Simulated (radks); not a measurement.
The numbers below are computed, except where a source is named.
Task: The mean radii <r> (bohr) of the occupied orbitals of an atom or ion are listed with their occupations. Level of theory: scalar-relativistic Kohn-Sham, r2SCAN, spin-unpolarised, spherical densities, finite nucleus; meta-GGA in the generalised Kohn-Sham scheme; Fermi nuclear charge, rms radius of each element as measured or else 0.836 A^(1/3) + 0.57 fm (a radial shooting solver on a logarithmic mesh with Libxc functionals).

orbital  occ.      <r>
1s          2  0.03429
2s          2   0.1495
2p          6   0.1304
3s          2   0.4144
3p          6   0.4157
3d         10   0.3991
4s          2    1.061
4p          6    1.175
4d          5    1.720
5s          2    3.304

Name the element and its charge.

Result: Z = 43, technetium, charge 0: Tc in [Kr] 4d5 5s2. The 1s radius gives Z: for a bare nucleus <r> = (2 gamma + 1)/(2Z) with gamma = sqrt(1 - (Z/c)^2), 0.03371 bohr for Z = 43, and screening makes it slightly larger (0.03429 here). The occupations add up to 43, and the charge is Z minus that.
